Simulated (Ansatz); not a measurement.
Cost and result for the atomization energy of `F[SiH2]N[SiH2]Cl` (10 atoms, 9 bonds).

```xyz
10

F     0.908   -1.451    2.038
Si    0.501   -0.008    1.481
N    -0.604   -0.124    0.177
Si   -0.253   -0.044   -1.500
Cl   -0.716    1.795   -2.302
H     1.736    0.632    0.983
H    -0.129    0.705    2.613
H    -1.579   -0.228    0.423
H    -1.064   -1.027   -2.248
H     1.200   -0.251   -1.667
```

Charge 0, multiplicity 1. The geometry is a stationary point of PBE0-D4/def2-TZVP. It is one conformer, not always the lowest. Program: Ansatz. All runs use 4 threads of an Intel Xeon 6975P-C on a shared host. Times are those of one run each, without the atoms' runs, and a repeat can differ threefold. Electronic energies, without spin–orbit coupling; frozen cores. CCSD(T)/CBS adds CCSD(T) − MP2 in def2-TZVPP to the MP2 limit, and its time is that of the two runs behind it. T1 = 0.011. B3LYP takes the VWN-RPA correlation (the form of Gaussian; ORCA's B3LYP/G).

CCSD(T)/CBS is a level of theory with its own doubt, some kJ/mol a heavy atom from the limit and from the frozen cores, so smaller differences don't rank the functionals.

| level | functions | wall time | atomization (kcal/mol) | difference from CCSD(T)/CBS | per bond |
| --- | --- | --- | --- | --- | --- |
| PBE-D4/def2-TZVPP (with forces) | 258 | 1.6 s | 822.6 | -4.5 | -0.5 |
| PBE0-D4/def2-TZVPP | 258 | 2.2 s | 812.9 | -14.2 | -1.6 |
| r2SCAN-D4/def2-TZVPP (with forces) | 258 | 2.7 s | 821.2 | -5.9 | -0.7 |
| B3LYP-D4/def2-TZVPP (with forces) | 258 | 3.1 s | 820.5 | -6.6 | -0.7 |
| B2PLYP/def2-TZVPP | 258 | 3.4 s | 812.8 | -14.3 | -1.6 |
| ωB97X-V/def2-TZVPP | 258 | 4.5 s | 829.8 | 2.7 | 0.3 |
| ωB97M-V/def2-TZVPP (with forces) | 258 | 6.5 s | 827.3 | 0.2 | 0.0 |
| MP2/def2-QZVPP | 474 | 14 s | 830.5 | 3.4 | 0.4 |
| CCSD(T)/def2-TZVPP | 258 | 51 s | 800.1 | -27.0 | -3.0 |
| CCSD(T)/CBS(def2) | – | 64 s | 827.1 | 0.0 | 0.0 |

The D4 term adds +9.5 kcal/mol with B3LYP and +5.0 kcal/mol with PBE0; it sums over pairs of atoms, weighted by their polarisabilities, and B3LYP, whose exchange is more repulsive, gets the larger term. In def2-TZVPP, CCSD(T) changes the Hartree–Fock value by +191.5 kcal/mol (the triples alone add +10.6 kcal/mol) and MP2 by +205.4 kcal/mol; breaking electron pairs costs correlation energy, which Hartree–Fock lacks. From PBE to PBE0 (25 % exact exchange), in def2-TZVPP and without D4, the atomization energy moves by −8.9 kcal/mol: exact exchange takes away binding that semilocal exchange gives to molecules.
